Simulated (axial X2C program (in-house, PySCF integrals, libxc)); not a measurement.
## Testing model relations on BeBr⁻

A bond curve at the CCSD(T) level, two-component, was computed with an axial X2C code built on PySCF integrals (basis Br dyall-acv3z [9s10p7d5f1g], Be dyall-av3z [9s9p4d2f] (cores contracted in-house)) for the state Ω = 0 (closed shell). Its fit gives Re = 2.1336 Å, ωe = 440.7 cm⁻¹, ωexe = 7.01 cm⁻¹ and αe = 8.241e-03 cm⁻¹; the masses are 78.9183 and 9.0122 u. Two-component means X2C with spin–orbit coupling and atomic mean-field Coulomb and Gaunt terms.

Correlated methods: 10 electrons correlated (number of frozen shells: Br 3 s, 2 p, 1 d; Be 1 s), 254 virtual spin orbitals or spinors in MP2, 90 natural virtuals in coupled cluster.

Task: Find the reduced mass, Be and the force constant.

Result: From the CCSD(T) values: μ = 8.0885 u. Be = 16.8576/(μ Re²) = 0.4578 cm⁻¹. k = 5.8918×10⁻⁷ μ ωe² = 0.926 mdyn/Å.

Task: A Morse curve ties αe to the other constants (Pekeris). How well does that hold?

Result: αe(Morse) = 6Be²/ωe × (√(ωexe/Be) − 1) = 8.313e-03 cm⁻¹; the CCSD(T) curve gives 8.241e-03 cm⁻¹, a ratio of 1.01.

Task: Estimate De from a Morse curve and compare with the computed well depth of 1.176 eV to Br- + Be.

Result: De(Morse) = ωe²/(4ωexe) = 0.859 eV against 1.176 eV computed, a ratio of 0.73. The extrapolation falls short: long-range attraction (ionic or ion–induced dipole) or a change of character along the curve can cause this.

Task: Estimate the centrifugal constant by the Kratzer relation.

Result: D = 4Be³/ωe² = 1.98e-06 cm⁻¹.

Task: Where do the fundamental and the first overtone lie?

Result: ν(1←0) = ωe − 2ωexe = 426.7 cm⁻¹; ν(2←0) = 2ωe − 6ωexe = 839.3 cm⁻¹.

One determinant describes the state; a PBE0 search over occupations chose it and may have missed a lower one. Dissociation energies refer to the lowest single-determinant-based atoms at the same level and basis. Coupled cluster ran in a truncated set of natural virtual spinors; the MP2 energy of the rest was added. (T) has no such correction and the atoms are truncated less, which lowers De at CCSD(T) by a hundredth of an eV or more.
